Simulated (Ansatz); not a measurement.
A single point on CH4ClFOSi (`O[SiH](Cl)CF`).

```yaml
crystal:
  periodic: [false, false, false]
  atoms:
    - {symbol: O, position_ang: [-1.571897, 0.897427, 0.328146]}
    - {symbol: Si, position_ang: [0.042133, 0.688829, 0.421593]}
    - {symbol: Cl, position_ang: [1.038519, 2.040567, -0.759780]}
    - {symbol: C, position_ang: [0.509245, -1.039670, -0.170121]}
    - {symbol: F, position_ang: [-0.116342, -1.275144, -1.393747]}
    - {symbol: H, position_ang: [-1.997270, 0.687633, -0.506280]}
    - {symbol: H, position_ang: [0.433492, 0.915483, 1.826728]}
    - {symbol: H, position_ang: [1.588217, -1.162213, -0.303208]}
    - {symbol: H, position_ang: [0.162402, -1.799311, 0.539569]}
basis:
  gaussian: {orbitals: def2-QZVPP}
correlation: {method: mp2}
```

```sh
$ ansatz run in.yaml --threads 4 --pin off --events-out ev --progress --plain --max-ram 10444MiB
```

Shortened log:

```
Functional definition: HF
2596 factors; integrals over basis functions are off by at most 9.0e-4 eV
mean field evaluation 1: about -26206.0553 eV, gradient 4.1e1 eV
mean field evaluation 2: about -26206.1988 eV, gradient 4.2e1 eV
mean field evaluation 4: about -26209.5409 eV, gradient 3.6e0 eV
mean field evaluation 8: about -26209.5890 eV, gradient 2.1e-1 eV
mean field -26209.58922400 eV, -963.1846384843 hartree, gradient 2.2e-6 eV, S^2 0.000000; 0 other end points of the search recorded, 0 dependent functions left out
13 core orbitals not correlated: weight in the atoms' cores, before any rotation towards them, 1.000 or more for the frozen orbitals, at most 0.000 for the correlated occupied ones
reference -26209.58922400 eV, -963.1846384843 hartree; 16, 16 occupied and 402, 402 virtual orbitals, 2596 factors
second order -28.58641794 eV of doubles, -0.00000000 eV of singles
Total energy: -26238.17564194 eV, -964.2351699671 hartree
```

It took 22 s on 4 threads of an Arm Neoverse V1 on a shared host, with 2.3 GiB of host memory at the peak.
